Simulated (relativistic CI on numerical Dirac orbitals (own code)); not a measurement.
# Pt²⁺: L2,3 absorption edge

Computed with this model: Dirac-Coulomb-Breit CI, KLI orbitals optimised for each configuration, model QED (radiative potential, 1s self-energy scaled to tabulated hydrogen-like ionisation energies), multiplet model of core-to-valence dipole absorption, unscaled Slater integrals; configurations [Xe] 4f14 5d8 → [He] 2s2 2p5 3s2 3p6 3d10 4s2 4p6 4d10 4f14 5s2 5p6 5d9; 300 K; Lorentzian 5 eV and Gaussian 1 eV FWHM. Energies are those of the free ion, without screening or charge transfer. The branching ratio is the share of the lower-energy edge in the whole absorption, uncertain by about 0.02 where the edges overlap. S is read from ⟨S²⟩ = S(S + 1).

Field parameters in Wybourne normalisation: Oh B⁴₀ = 21Dq, B⁴₄ = √(5/14) B⁴₀. The field is a parameter set, without covalency.

Case Oh, 10Dq = 33300 cm⁻¹, the dichroism is that of the ground state at zero temperature, magnetised by exchange field 10 meV on Sz. The dichroism I(Δm = −1) − I(Δm = +1), over the sum of the three polarisations, integrates to -0.2026 on the lower edge and 0.0638 on the upper edge. The branching ratio is 0.801.

(1) Use the orbital sum rule with 2 holes to get ⟨Lz⟩.

Answers

(1) For a p → d edge ⟨Lz⟩ = 2 × n_h × (sum of both integrals) in this sign convention = -0.56; the ground state itself has ⟨Lz⟩ = -0.47 and ⟨Sz⟩ = -0.98. The rule assumes one radial integral for both edges, which relativistic orbitals only approach.
